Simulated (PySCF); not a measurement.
C2H4I, SMILES I[CH]C (connectivity only; charge and spin as stated), charge +1, multiplicity 1. Atoms are numbered in the order given.

```xyz
7

C      0.3053     2.4418     0.0000
C     -0.5519     1.2839     0.0000
I      0.0324    -0.6072     0.0000
H      0.0101     3.0774     0.8648
H      0.0101     3.0774    -0.8648
H      1.3835     2.2453     0.0000
H     -1.6436     1.4269     0.0000
```
Charge +1, spin multiplicity 1.

Coordinates come from a PBE0-D3(BJ)/def2-SVP optimisation. The multiplicity is an assumed one; other spin states were not compared. The isomer is the one that the SMILES or the coordinates give; other isomers of the formula were not compared. The def2 effective core potentials stand for the cores of I; spin–orbit coupling is left out.

Calculation: B3LYP/def2-TZVPD run with PySCF.

Mulliken values depend strongly on the basis, most of all with diffuse functions as here. ESP charges are fitted to the potential on shells at 1.4 to 2.0 van der Waals radii. Atomic charges (e):

```
atom  Mulliken  ESP fit
----  --------  -------
C1       -0.77      ___
C2       -0.15      ___
I3        0.54     0.52
H4        0.32      ___
H5        0.32      ___
H6        0.35      ___
H7        0.40     0.22
```

Q: Complete the blanks. (An estimate is asked for; the answer gives what the named calculation found.)

A: 
- C1, ESP fit: -0.26
- C2, ESP fit: -0.06
- H4, ESP fit: 0.22
- H5, ESP fit: 0.22
- H6, ESP fit: 0.14
